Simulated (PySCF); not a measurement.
Run record: geometry optimisation, 4'-bromoacetophenone (`CC(=O)c1ccc(Br)cc1`).

Method: PBE0-D3(BJ)/def2-SVP geometry optimisation, gas phase (PySCF 2.14.0). Start geometry: GFN2-xTB. The input is one job of a driver script: a line of settings, then coordinates in Å.

Input:
```
{"job": {"xc": "PBE0", "basis": "def2-SVP", "d3": "d3bj", "grid": 2, "kind": "geom"}, "charge": 0, "multiplicity": 1}
C     -2.634633    -0.762004    -0.060743
C     -1.762540     0.368819     0.421440
O     -2.222580     1.332149     0.990622
C     -0.299523     0.252151     0.167842
C      0.521309     1.277861     0.640352
C      1.887067     1.244684     0.448112
C      2.441117     0.167918    -0.226019
Br     4.323288     0.100568    -0.497230
C      1.649166    -0.862751    -0.707348
C      0.282243    -0.818876    -0.509250
H     -2.554099    -0.859108    -1.141360
H     -2.326790    -1.698011     0.400063
H     -3.667859    -0.553880     0.204579
H      0.059925     2.102667     1.162525
H      2.516851     2.039587     0.816876
H      2.100703    -1.692368    -1.229579
H     -0.320642    -1.627374    -0.890792
```

Q: What does the run print?

A: 
```
step   0  E = -2957.13413058  max force = 0.013972
step   1  E = -2957.13552688  max force = 0.003531
step   2  E = -2957.13555721  max force = 0.001135
step   3  E = -2957.13556236  max force = 0.001106
step   4  E = -2957.13557030  max force = 0.000291
optimisation converged
```

Energies in Eh; «max force» is the largest Cartesian gradient component in Eh/bohr.

Q: How much energy does the optimisation release, in kJ/mol?

A: E(step 0) − E(last step) = 0.001440 Eh, which is 3.8 kJ/mol.

Main results: final energy -2957.13557 Eh after 4 steps; dipole 2.31 D.

Q: How long does this job take on an Arm Neoverse V1 with one thread, shared host? And the peak memory of the process?

A: About 2.0 min, with 0.96 GiB resident at the peak, the Python interpreter and its libraries included.
Labels such as C1 count atoms from 1, the log's own numbers from 0.
